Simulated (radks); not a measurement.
Question: Successive ionisation energies (eV) of one element, from differences of total energies of ions in their ground configurations, starting at charge 66: 16316.6, 17672.7, 17952.1, 72694, 73817. Calculated with a radial shooting solver on a logarithmic mesh with Libxc functionals: Dirac Kohn-Sham, PBE, spin-unpolarised, spherical densities, point nucleus; open shells are shared between the two j in proportion to 2j + 1. Which element is it?

Answer: Lutetium (Z = 71). The first species listed is Lu66+ in [He] 2s2 2p1, the last Lu70+ in 1s1.
